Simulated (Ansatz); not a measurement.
Consider the isomerisation: `C=C[SiH2][SiH2]C` → `[SiH3]C1C[SiH2]C1`.

Computed with Ansatz on PBE0-D4/def2-TZVP structures; ΔE is electronic, products minus reactants. CCSD(T)/CBS is the MP2 limit (def2-TZVPP, def2-QZVPP) plus CCSD(T) − MP2 in def2-TZVPP, frozen cores. Functionals use def2-TZVPP. B3LYP here is the variant with VWN-RPA as its local correlation; programs differ in this. One conformer a species, not always the lowest.

```tsv
level	ΔE (kJ/mol)	difference from CCSD(T)/CBS
PBE-D4	26.0	3.0
r2SCAN-D4	26.4	3.4
PBE0-D4	16.8	-6.2
B3LYP-D4	35.5	12.5
ωB97X-V	12.8	-10.2
ωB97M-V	13.0	-10.0
B2PLYP	32.1	9.1
PBE	31.1	8.1
r2SCAN	27.3	4.3
PBE0	20.8	-2.2
B3LYP	44.1	21.1
HF/def2-TZVPP	46.0	23.0
MP2/def2-TZVPP	7.6	-15.4
SCS-MP2/def2-TZVPP	16.2	-6.8
CCSD/def2-TZVPP	23.7	0.7
CCSD(T)/def2-TZVPP	23.2	0.2
HF/def2-QZVPP	45.8	22.8
MP2/def2-QZVPP	7.5	-15.5
SCS-MP2/def2-QZVPP	16.3	-6.7
HF/CBS(def2)	45.8	22.8
MP2/CBS(def2)	7.5	-15.5
CCSD/CBS(def2)	23.5	0.5
CCSD(T)/CBS	23.0	0
```

Largest T1 diagnostic among the species: 0.012.

In def2-TZVPP, CCSD(T) changes the Hartree–Fock value by −22.8 kJ/mol (the triples alone add −0.5 kJ/mol) and MP2 by −38.4 kJ/mol. The D4 term adds −8.5 kJ/mol with B3LYP and −4.0 kJ/mol with PBE0; it sums over pairs of atoms, weighted by their polarisabilities, and B3LYP, whose exchange is more repulsive, gets the larger term. From PBE to PBE0 (25 % exact exchange), in def2-TZVPP and without D4, ΔE moves by −10.4 kJ/mol.

CCSD(T)/CBS has its own doubt, a few kJ/mol and more with outer-core shells, so smaller differences from it don't rank the levels.
